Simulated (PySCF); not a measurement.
Molfile (atoms numbered from 1):
```
C2H9PSi2
     RDKit          3D

 14 14  0  0  0  0  0  0  0  0999 V2000
    0.3809   -1.2438    0.2677 C   0  0  0  0  0  0  0  0  0  0  0  0
   -0.8996   -0.8134   -0.4596 C   0  0  0  0  0  0  0  0  0  0  0  0
   -1.4236    0.8854    0.2010 Si  0  0  0  0  0  4  0  0  0  0  0  0
    0.5008    2.0811    0.4089 P   0  0  0  0  0  0  0  0  0  0  0  0
    1.6813    0.1391    0.1842 Si  0  0  0  0  0  4  0  0  0  0  0  0
    0.7917   -2.1860   -0.1332 H   0  0  0  0  0  0  0  0  0  0  0  0
    0.1699   -1.4302    1.3361 H   0  0  0  0  0  0  0  0  0  0  0  0
   -0.7171   -0.7175   -1.5445 H   0  0  0  0  0  0  0  0  0  0  0  0
   -1.7102   -1.5525   -0.3400 H   0  0  0  0  0  0  0  0  0  0  0  0
   -2.0154    0.7302    1.5666 H   0  0  0  0  0  0  0  0  0  0  0  0
   -2.4054    1.5945   -0.6749 H   0  0  0  0  0  0  0  0  0  0  0  0
    0.5570    2.3737   -0.9899 H   0  0  0  0  0  0  0  0  0  0  0  0
    2.3885    0.1401   -1.1347 H   0  0  0  0  0  0  0  0  0  0  0  0
    2.6997   -0.0017    1.2680 H   0  0  0  0  0  0  0  0  0  0  0  0
  1  2  1  0
  2  3  1  0
  3  4  1  0
  4  5  1  0
  5  1  1  0
  1  6  1  0
  1  7  1  0
  2  8  1  0
  2  9  1  0
  3 10  1  0
  3 11  1  0
  4 12  1  0
  5 13  1  0
  5 14  1  0
M  END
```

Geometry: PBE0-D3(BJ)/def2-SVP; GIAO shifts from PySCF 2.14.0 with density-fitted response routines, gas phase, non-relativistic, averaged over equivalent atoms.

At PBE0/pcSseg-1 (151 basis functions, 13 s wall time on 1 thread of an Arm Neoverse V2, shared host):
```tsv
atoms	δ (ppm)
C1/C2	10.9
Si3/Si5	-20.9
P4	-346.4
H10/H11/H13/H14	4.42
H6/H7/H8/H9	0.90
H12	0.67
```

Shifts are taken against calculated references (same method and geometry level): 13C (σ = 184.41 ppm) and 29Si (σ = 351.99 ppm) and 1H (σ = 31.27 ppm) against TMS; H3PO4 for 31P (σ = 310.13 ppm).

Estimate the result of repeating the calculation with PBE/pcSseg-2.

Results:


| atoms | δ at PBE/pcSseg-2 | change |
| --- | --- | --- |
| C1/C2 | 14.1 | +3.2 |
| Si3/Si5 | -24.0 | -3.1 |
| P4 | -344.3 | +2.1 |
| H10/H11/H13/H14 | 4.65 | +0.23 |
| H6/H7/H8/H9 | 1.22 | +0.32 |
| H12 | 0.87 | +0.20 |

References, each an isolated molecule treated in the same way: TMS for 13C (σ = 179.39 ppm) and 29Si (σ = 323.43 ppm) and 1H (σ = 31.18 ppm); H3PO4 for 31P (σ = 281.80 ppm).

The largest change is at C1/C2 (sp3 CH2 bonded to Si). Cost: 327 basis functions, 67 s wall time on 1 thread of an Arm Neoverse V2, shared host.

Experimental scales use liquid or dissolved standards, which lie at an offset from isolated H3PO4.
